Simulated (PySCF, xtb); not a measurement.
C2H6BFS. Atoms are numbered in the order given.

```xyz
11

B      0.0321     0.8195     0.0000
F      0.9108     1.8258     0.0000
C     -1.4936     1.1640     0.0000
H     -2.1754     0.3048     0.0000
H     -1.7184     1.7885    -0.8812
H     -1.7184     1.7885     0.8812
S      0.7903    -0.8156     0.0000
C     -0.6231    -1.9538     0.0000
H     -1.2404    -1.8265     0.8990
H     -0.2088    -2.9703     0.0000
H     -1.2404    -1.8265    -0.8990
```
Charge 0, spin multiplicity 1.

Geometry: PBE0-D3(BJ)/def2-SVP. Other conformers were not sampled.

Method: PySCF with C-PCM-M06-2X/def2-SVP.

The values are the electrostatic part of the solvation free energy, E(continuum) − E(gas) at the gas-phase geometry, in a cavity of scaled van der Waals radii (PySCF's table); cavitation and dispersion terms are not included. In vacuum the orbital gap is 9.52 eV. The dipole moment in vacuum is 2.69 D.

```csv
solvent,ε,ΔG(elec) (kcal/mol),dipole (D),gap (eV)
water,78.36,-3.3,3.44,9.60
n-hexane,1.88,-1.4,3.00,9.56
chloroform,4.71,-2.6,3.26,9.58
```

For comparison, GFN2-xTB/ALPB(water) (xtb, at the GFN2-xTB geometry, all terms of that model) gives -1.8 kcal/mol.
